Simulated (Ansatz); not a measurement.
Ansatz results at the PBE0-D4/def2-TZVP geometry: size of the dipole moment (B3LYP/def2-TZVPP) 1.56 D; size of the dipole moment (PBE/def2-TZVPP) 1.46 D; size of the dipole moment (ωB97M-V/def2-TZVPP) 1.55 D.

Each molecule was computed in one conformer, which needn't be the lowest.

(1) Which molecule gave them?
A. `F[Si](Cl)O[SiH3]`•
B. `N[B]S`•
C. `CO[Si](S)Cl`•
D. `[CH2][GeH2][OH]`•

Answers

(1) A. The others give `N[B]S`•: 2.83, 2.87, 2.87; `CO[Si](S)Cl`•: 2.13, 1.99, 2.15; `[CH2][GeH2][OH]`•: 1.10, 1.00, 1.11.

B3LYP here is the variant with VWN-RPA as its local correlation; programs differ in this.
